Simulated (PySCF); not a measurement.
Distances in Å between the heavy atoms of a computed structure (PBE0-D3(BJ)/def2-SVP; lower triangle, same order across):
```
O1    0.00
Si2   1.66  0.00
C3    2.88  1.84  0.00
C4    3.96  3.06  1.22  0.00
C5    5.32  4.51  2.68  1.46  0.00
F6    6.19  5.20  3.44  2.34  1.37  0.00
```

Hydrogens: 1 on O1, 2 on Si2, 2 on C5.

Neutral, closed shell.

Task: Which heavy atoms are bonded, and with what formal order?

Result: O1–Si2 (single); Si2–C3 (single); C3–C4 (triple); C4–C5 (single); C5–F6 (single).

Task: Write the SMILES.

Result: `O[SiH2]C#CCF`, C3H5FOSi. Among its features: alkyne, C–F bond, Si–H bond and C–Si bond.

Task: Describe the place of each heavy atom.

Result: O1: silanol oxygen; Si2: oxygen-bound silicon; C3: alkyne carbon; C4: alkyne carbon; C5: sp3 C–F carbon; F6: alkyl fluorine.

Conformer computed: `[OH:1][SiH2:2][C:3]#[C:4][CH2:5][F:6]`: H–O1–Si2–C3 -56°.
